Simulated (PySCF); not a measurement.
Run record: excited-state job, `BSCCBOC`.

Method: TDDFT B3LYP/def2-SVPD, vertical, gas phase, core orbitals frozen in the response (PySCF 2.14.0, density-fitted response routines). Geometry: GFN2-xTB. A driver script takes a list of jobs; this job's settings line and coordinates (Å) are shown.

Command:
```bash
OMP_NUM_THREADS=1 python probes_run.py task.json out
```

Input:
```
{"job": {"kind": "uv", "xc": "B3LYP", "basis": "def2-SVPD", "nstates": 8, "ntriplets": 3}, "charge": 0, "multiplicity": 1}
B     -2.960978     1.448683     0.271363
S     -2.799001    -0.002929    -0.679836
C     -1.427802    -0.923368     0.147467
C     -0.067112    -0.325942    -0.163742
B      1.164105    -1.090271     0.516887
O      2.428523    -0.731696     0.341501
C      2.862314     0.352201    -0.447160
H     -3.763907     2.222707    -0.071672
H     -2.288028     1.617915     1.211810
H     -1.500530    -1.942688    -0.226839
H     -1.629599    -0.919660     1.216695
H     -0.060641     0.723069     0.152504
H      0.062801    -0.307597    -1.250893
H      1.015470    -2.017585     1.220369
H      2.421369     0.317043    -1.446240
H      3.948646     0.292648    -0.526753
H      2.587372     1.299503     0.023551
```

Estimate the output.

```
coarse grid: 14344 points
cycle   1  E = -643.0677472878  dE =  5.152e-01  |g| = 6.192e-01  |ddm| = 6.185e+00
cycle   2  E = -642.9442045137  dE =  1.235e-01  |g| = 1.021e+00  |ddm| = 1.724e+00
cycle   3  E = -643.1470538907  dE = -2.028e-01  |g| = 1.283e-01  |ddm| = 9.103e-01
cycle   4  E = -643.1503779849  dE = -3.324e-03  |g| = 4.102e-02  |ddm| = 1.871e-01
cycle   5  E = -643.1507743238  dE = -3.963e-04  |g| = 1.171e-02  |ddm| = 7.467e-02
cycle   6  E = -643.1508107270  dE = -3.640e-05  |g| = 3.294e-03  |ddm| = 2.790e-02
cycle   7  E = -643.1508136571  dE = -2.930e-06  |g| = 7.848e-04  |ddm| = 6.691e-03
final grid: 132720 points
cycle   8  E = -643.2398574964  dE = -6.013e-05  |g| = 5.866e-03  |ddm| = 1.158e-01
cycle   9  E = -643.2398518232  dE =  5.673e-06  |g| = 7.802e-03  |ddm| = 1.793e-02
cycle  10  E = -643.2398660301  dE = -1.421e-05  |g| = 1.070e-03  |ddm| = 9.370e-03
cycle  11  E = -643.2398662792  dE = -2.492e-07  |g| = 2.485e-04  |ddm| = 1.506e-03
cycle  12  E = -643.2398662901  dE = -1.090e-08  |g| = 7.646e-05  |ddm| = 4.184e-04
cycle  13  E = -643.2398662917  dE = -1.573e-09  |g| = 2.773e-05  |ddm| = 1.937e-04
cycle  14  E = -643.2398662919  dE = -1.799e-10  |g| = 5.745e-06  |ddm| = 4.705e-05
converged SCF energy = -643.2398662919

Static polarisability (au): isotropic 91.143, principal 76.905 87.595 108.930

Singlet excitations
state   eV       nm        f      main configurations
  1   5.5539    223.2   0.03795   H->L 0.59, H-1->L 0.34
  2   5.7916    214.1   0.05428   H-1->L 0.45, H->L 0.30, H-2->L 0.17
  3   6.0418    205.2   0.02496   H->L+1 0.62, H-1->L+1 0.19
  4   6.3555    195.1   0.01080   H-2->L 0.64, H-1->L 0.14, H->L+1 0.08
  5   6.6346    186.9   0.01103   H-1->L+1 0.36, H-4->L 0.26, H->L+1 0.15
  6   6.6996    185.1   0.01888   H->L+2 0.52, H-1->L+1 0.18, H->L+3 0.14
  7   6.7590    183.4   0.00618   H-4->L 0.51, H->L+2 0.19, H-1->L+1 0.12
  8   6.9490    178.4   0.01488   H->L+3 0.58, H->L+2 0.14, H->L+4 0.12

Triplet excitations (Tamm-Dancoff, eV): 4.2755 5.2286 5.6086
```

The SCF starts on a coarse grid where the log names one; the energy can jump when the final grid takes over, and dE then counts from the start density on the new grid. H and L stand for HOMO and LUMO; the number after each pair is its weight.

Give S1 in cm⁻¹ and kJ/mol.

5.5539 eV × 8065.54 = 44795 cm⁻¹; × 96.485 = 535.9 kJ/mol.

How does the lowest singlet excitation compare with the HOMO–LUMO gap?

HOMO -7.45 eV and LUMO -1.29 eV give a gap of 6.16 eV; S1 at 5.55 eV lies 0.61 eV below it.

In short: HOMO -7.45 eV, LUMO -1.29 eV; lowest singlet 5.55 eV; lowest triplet 4.28 eV (Tamm–Dancoff); mean polarisability 91.1 au.

The run took 22 s (with the writing of density and orbital grids) on AMD EPYC 9R45, one thread, on a shared host, and the process peaked at 0.88 GiB of memory.

One conformer stands for the species.
Labels such as C1 count atoms from 1, the log's own numbers from 0.
